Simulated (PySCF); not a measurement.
# ORD: `CC#C[C@@H]1CC[C@H]1O`, C$_{7}$H$_{10}$O

Geometry (Å), atoms numbered from 1 in this order:
```xyz
18

C     3.5781   -0.0461   -0.6459
C     2.1793   -0.0965   -0.2776
C     1.0266   -0.1388    0.0505
C    -0.3749   -0.1802    0.3855
C    -1.2269   -1.2865   -0.2784
C    -2.2840   -0.2356   -0.6448
C    -1.2804    0.8800   -0.2841
O    -1.7178    1.8753    0.5999
H     3.9788    0.9480   -0.4482
H     3.6952   -0.2696   -1.7063
H     4.1449   -0.7755   -0.0674
H    -0.5087   -0.1468    1.4683
H    -1.5533   -2.0895    0.3781
H    -0.7341   -1.7120   -1.1506
H    -3.1306   -0.2374    0.0398
H    -2.6458   -0.2468   -1.6712
H    -0.8055    1.3212   -1.1709
H    -2.3496    2.4433    0.1469
```

Method: PySCF, TDDFT PBE0/def2-SVPD circular dichroism and optical rotation, one conformer, gas phase. Geometry: GFN2-xTB.

The molecule is flexible and this is one conformer; a measurement averages over conformers. States above about 7.0 eV (minus the energy of the highest occupied orbital) lie near or above the ionisation threshold and depend on the basis.

Stereocentres: C4 S, C7 R.

Give the optical rotatory dispersion at 633, 589.3, 546, 436, 405, 365, 355 nm.

[α] in deg dm⁻¹ (g/mL)⁻¹:
| λ (nm) | origin-invariant length gauge | modified velocity gauge | length gauge (centre of mass) | isotropic polarisability (au) |
| --- | --- | --- | --- | --- |
| 633 | -108.7 | -116.8 | -109.2 | 88.5 |
| 589.3 | -126.9 | -136.4 | -127.5 | 88.8 |
| 546 | -150.0 | -161.3 | -150.7 | 89.3 |
| 436 | -250.0 | -268.9 | -251.2 | 91.0 |
| 405 | -297.8 | -320.5 | -299.3 | 91.8 |
| 365 | -384.5 | -414.0 | -386.6 | 93.2 |
| 355 | -412.6 | -444.2 | -414.9 | 93.7 |

And for the mirror image at 589.3 nm?

+126.9 deg dm⁻¹ (g/mL)⁻¹ (origin-invariant length gauge): the same size and the opposite sign.

What is the molar rotation [Φ] = [α]·M/100 of the geometry above at 589.3 nm?

With M = 110.16 g/mol, -139.8 deg cm² dmol⁻¹ (origin-invariant length gauge).

The first excitation lies at 6.45 eV (192 nm) with R = -0.4 × 10⁻⁴⁰ esu² cm² (velocity form).
